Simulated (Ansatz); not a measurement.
Cost and result for the atomization energy of C4H6AlClO2, SMILES `[CH3][Al-]1([Cl])[O]C=CC=[O+]1` (14 atoms, 14 bonds).

| atom | x (Å) | y (Å) | z (Å) |
| --- | --- | --- | --- |
| C1 | 1.2747 | -1.1707 | 1.8790 |
| Al2 | 0.4731 | -0.9683 | 0.1303 |
| Cl3 | 0.5843 | -2.5510 | -1.2794 |
| O4 | -1.2899 | -0.4654 | 0.2053 |
| C5 | -1.8055 | 0.4920 | -0.4449 |
| C6 | -1.1096 | 1.4176 | -1.2122 |
| C7 | 0.2768 | 1.3951 | -1.2949 |
| O8 | 1.0361 | 0.5435 | -0.7441 |
| H9 | 2.3495 | -1.3587 | 1.8020 |
| H10 | 1.1391 | -0.2795 | 2.4988 |
| H11 | 0.8395 | -2.0171 | 2.4180 |
| H12 | -2.8929 | 0.5862 | -0.3674 |
| H13 | -1.6563 | 2.1965 | -1.7238 |
| H14 | 0.7812 | 2.1799 | -1.8667 |

Charge 0, multiplicity 1. The structure was optimised at the PBE0-D4/def2-TZVP level. Program: Ansatz. All runs use 2 threads of an AMD EPYC 7R13 on a shared host and a share of an NVIDIA H100 80 GB. Times are those of one run each, without the atoms' runs, and a repeat can differ threefold. Electronic energies, without spin–orbit coupling; frozen cores. CCSD(T)/CBS adds CCSD(T) − MP2 in def2-TZVPP to the MP2 limit, and its time is that of the two runs behind it. T1 = 0.016. B3LYP takes the VWN-RPA correlation (the form of Gaussian; ORCA's B3LYP/G). HSE06 is the plane-wave form, built on full-range PBE exchange.

CCSD(T)/CBS is a level of theory with its own doubt, some kJ/mol a heavy atom from the limit and from the frozen cores, so smaller differences don't rank the functionals.

```
                             level  functions  wall time
r2SCAN-D4/def2-TZVPP (with forces)        354      2.9 s
                BLYP-D4/def2-TZVPP        354      2.9 s
           CAM-B3LYP-D4/def2-TZVPP        354        3 s
 B3LYP-D4/def2-TZVPP (with forces)        354      3.3 s
               PBE-QIDH/def2-TZVPP        354      3.7 s
              revPBE-D4/def2-TZVPP        354      3.7 s
                  CCSD(T)/def2-SVP        150        4 s
               HSE06-D4/def2-TZVPP        354      4.4 s
               BHLYP-D4/def2-TZVPP        354      5.5 s
  ωB97M-V/def2-TZVPP (with forces)        354      8.5 s
                    MP2/def2-QZVPP        662      9.5 s
                CCSD(T)/def2-TZVPP        354       11 s
                 CCSD(T)/CBS(def2)          –       21 s
```

Question: What atomization energy does each give, and how far from CCSD(T)/CBS? (An estimate is asked.)

Answer: Ansatz gave: 
| level | atomization (kJ/mol) | difference from CCSD(T)/CBS | per bond |
| --- | --- | --- | --- |
| r2SCAN-D4/def2-TZVPP (with forces) | 6100.4 | 65.9 | 4.7 |
| BLYP-D4/def2-TZVPP | 6048.5 | 14.0 | 1.0 |
| CAM-B3LYP-D4/def2-TZVPP | 6062.4 | 27.9 | 2.0 |
| B3LYP-D4/def2-TZVPP (with forces) | 6034.3 | -0.2 | 0.0 |
| PBE-QIDH/def2-TZVPP | 6026.6 | -7.9 | -0.6 |
| revPBE-D4/def2-TZVPP | 6050.4 | 15.9 | 1.1 |
| CCSD(T)/def2-SVP | 5758.6 | -275.9 | -19.7 |
| HSE06-D4/def2-TZVPP | 6085.5 | 51.0 | 3.6 |
| BHLYP-D4/def2-TZVPP | 5833.1 | -201.4 | -14.4 |
| ωB97M-V/def2-TZVPP (with forces) | 6063.7 | 29.2 | 2.1 |
| MP2/def2-QZVPP | 6140.5 | 106.0 | 7.6 |
| CCSD(T)/def2-TZVPP | 5876.5 | -158.0 | -11.3 |
| CCSD(T)/CBS(def2) | 6034.5 | 0.0 | 0.0 |

From BLYP to BHLYP (50 % exact exchange), in def2-TZVPP and without D4, the atomization energy moves by −180.8 kJ/mol: exact exchange takes away binding that semilocal exchange gives to molecules. At CCSD(T), def2-SVP lies −275.9 kJ/mol from the extrapolated value and def2-TZVPP −158.0 kJ/mol: correlation converges slowly with the basis, and small sets miss more of it in the bonded molecule than in its fragments. The D4 term adds +61.6 kJ/mol with B3LYP and +33.0 kJ/mol with PBE0; it sums over pairs of atoms, weighted by their polarisabilities, and B3LYP, whose exchange is more repulsive, gets the larger term.
